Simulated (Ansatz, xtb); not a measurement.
**Ranking isomers of BF3H5NSi**

5 gas-phase structures of BF3H5NSi, from a drawn sample of its isomers (lower ones may exist). Each was relaxed with GFN2-xTB; where two conformers were screened, the lower at r2SCAN-D4/def2-SVP is listed:

A. `F[SiH2][NH2+][BH-](F)F`, a singlet
B. `[NH3+][B@H-](F)[SiH](F)F`, a singlet
C. `[NH3+][BH2-][Si](F)(F)F`, a singlet
D. `F[B-](F)(F)[NH2+][SiH3]`, a singlet
E. `F[BH2-][NH2+][SiH](F)F`, a singlet

Question: Make a reasoned guess at their ranking by r2SCAN-D4/def2-SVP single-point energy.

Answer: Calculated order at r2SCAN-D4/def2-SVP: D (0.0), A (7.8), C (11.6), E (13.0), B (25.6) kcal/mol. CCSD(T)/def2-SVP + ΔMP2/def2-TZVPP after further relaxation puts C lowest instead.

Energies above the lowest of each column, in kcal/mol; the last columns are at PBE0-D4/def2-SVP geometries and were run for some of them only (a dash: not run or not comparable):

```csv
structure,GFN2-xTB,HF/STO-3G,r2SCAN-D4/def2-SVP,PBE0-D4/def2-SVP,CCSD(T)/def2-SVP + ΔMP2/def2-TZVPP
D,9.7,0.0,0.0,0.0,3.6
A,0.0,25.2,7.8,8.9,6.3
C,9.0,72.0,11.6,9.8,0.0
E,0.1,40.5,13.0,–,–
B,18.3,72.2,25.6,–,–
```

CCSD(T)/def2-SVP + ΔMP2/def2-TZVPP puts C lowest of those it was run on; GFN2-xTB picks A, HF/STO-3G picks D, r2SCAN-D4/def2-SVP picks D, PBE0-D4/def2-SVP picks D. CCSD(T)/def2-SVP + ΔMP2/def2-TZVPP orders those it was run on as C (0.0), D (3.6), A (6.3) kcal/mol. Flexible structures stand in one conformer each, not always the lowest. D keeps a small imaginary mode. Frequencies (GFN2-xTB) were run for A, C, D alone. The ΔMP2 step shifts differences by up to 15.6 kcal/mol, which makes them less sure. ΔMP2 is the change of the MP2 energy from the smaller to the larger basis.

Over these structures GFN2-xTB departs from r2SCAN-D4/def2-SVP by 6.2 kcal/mol on average once a common shift is removed. A GFN2-xTB relaxation took about 0.27 s and the r2SCAN-D4/def2-SVP energy about 2 s on a shared host (Ansatz 0.2.0, xtb 6.7.1).
